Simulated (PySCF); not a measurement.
Electron correlation in Ru⁺ (ruthenium, charge +1)

[Kr] 4d6 5s1, high-spin 6D determinant (an excited configuration). Calculation: PySCF 2.14, in ANO-RCC-VTZP (7s6p4d2f1g, 68 functions); scalar relativity by spin-free X2C-1e. Frozen: [Kr]; 7 electrons correlated.

| level | correlation energy (mhartree) |
| --- | --- |
| CCSD | -138.24 |
| (T) | -3.59 |
| CCSD(T) | -141.83 |

Diagnostics: T1 = 0.0073, D1 = 0.0238, largest double amplitude 0.028.

Cost of the coupled-cluster step: roughly 1.4 core-seconds, for 7 correlated electrons.

Iterations:

```
CC2 = 0
CCSD nocc = (np.int64(6), np.int64(1)), nmo = (50, 50)
frozen orbitals [[0, 1, 2, 3, 4, 5, 6, 7, 8, 9, 10, 11, 12, 13, 14, 15, 16, 17], [0, 1, 2, 3, 4, 5, 6, 7, 8, 9, 10, 11, 12, 13, 14, 15, 16, 17]]
max_cycle = 100
direct = 0
conv_tol = 1e-08
conv_tol_normt = 1e-06
diis_space = 8
diis_start_cycle = 0
Init t2, MP2 energy = -0.132399119294895
Init E_corr(UCCSD) = -0.132399119296067
cycle = 1  E_corr(UCCSD) = -0.137131788647756  dE = -0.00473266935  norm(t1,t2) = 0.0238199
cycle = 2  E_corr(UCCSD) = -0.13788809844983  dE = -0.000756309802  norm(t1,t2) = 0.00827325
cycle = 3  E_corr(UCCSD) = -0.138242543739241  dE = -0.000354445289  norm(t1,t2) = 0.0036308
cycle = 4  E_corr(UCCSD) = -0.138233687679368  dE = 8.85605987e-06  norm(t1,t2) = 0.000674798
cycle = 5  E_corr(UCCSD) = -0.138240050592331  dE = -6.36291296e-06  norm(t1,t2) = 0.000176081
cycle = 6  E_corr(UCCSD) = -0.138242153537246  dE = -2.10294492e-06  norm(t1,t2) = 4.36115e-05
cycle = 7  E_corr(UCCSD) = -0.138241868702697  dE = 2.84834549e-07  norm(t1,t2) = 1.21658e-05
cycle = 8  E_corr(UCCSD) = -0.138241837170539  dE = 3.15321584e-08  norm(t1,t2) = 2.19132e-06
cycle = 9  E_corr(UCCSD) = -0.138241846199738  dE = -9.02919906e-09  norm(t1,t2) = 5.3244e-07
UCCSD converged
E(UCCSD) = -4527.746039004401  E_corr = -0.138241846199738
UCCSD(T) correction = -0.00358925520309943
```
